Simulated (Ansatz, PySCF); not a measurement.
Molecule: CHS, charge 0, multiplicity 2. SMILES: S[C]
Structure (B3LYP-D3(BJ)/def2-TZVP (Ansatz, a program for electronic structure) minimum search):
```xyz
3

S     -0.0500    -0.0191    -0.4147
C     -0.0717    -0.0128     1.2269
H      1.2300     0.3820    -0.7268
```
Charge 0, spin multiplicity 2.

HF/6-31G* beside other levels, property by property. Conventions: open shells spin-unrestricted; atomisation electronic, to ground-state atoms; no dispersion term unless named; six Cartesian d functions in 6-31G* and its kin unless marked 5d; each state is the SCF solution reached for its charge and spin; valence correlation only; no spin-orbit coupling; non-relativistic. Basis-set limits of correlation are two-point, X^-3; Hartree-Fock from the larger set. First-principles rows: single points at B3LYP-D3(BJ) geometries (Ansatz), with unscaled harmonic terms from B3LYP/6-31G* (Ansatz) at its own minima, enthalpies of formation by atomisation with measured atoms. Sets without +, aug- or the D of def2-TZVPD hold no diffuse functions, which anions need.

Coupled cluster (Ansatz) is a level with limits of its own, used here on species with T1 under 0.025 (0.045 for open shells) and stable references: CCSD(T)/CBS(aug-cc-pV(T+d)Z,aug-cc-pV(Q+d)Z).

| property | HF/6-31G* (Ansatz) | B3LYP/6-31G* (Ansatz) | M06-2X/6-31G* (5d) (PySCF) | M06-2X/def2-TZVPD (PySCF) | to compare with |
|---|---|---|---|---|---|
| enthalpy of formation at 298 K (kcal/mol) | 188.4 | 115.6 | 116.7 | 108.3 | 107.6 coupled cluster |
| atomisation energy (kcal/mol) | 104.8 | 177.5 | 176.4 | 184.9 | 185.6 coupled cluster |
| vertical electron affinity to the triplet (eV) | -0.79 | -0.50 | -0.44 | 0.36 | 0.35 coupled cluster |

As the rows show:
- enthalpy of formation at 298 K: HF/6-31G* lies 80.8 kcal/mol above coupled cluster.
- atomisation energy: HF/6-31G* lies 80.8 kcal/mol below coupled cluster.
- vertical electron affinity to the triplet: HF/6-31G* lies 1.14 eV below coupled cluster.

The properties are those with a value to compare with, at most eight drawn at random. No case is left out for the size of its miss. Left out are saddle points of the reference geometry, anions that the best level run finds unbound, excited spin states, species near biochemistry, 298 K rows of species without real B3LYP wavenumbers, cases with under five habitual levels, runs that failed or that the program found above a lower state of the same kind, table entries that another table contradicts, and a share of species set aside by lot.
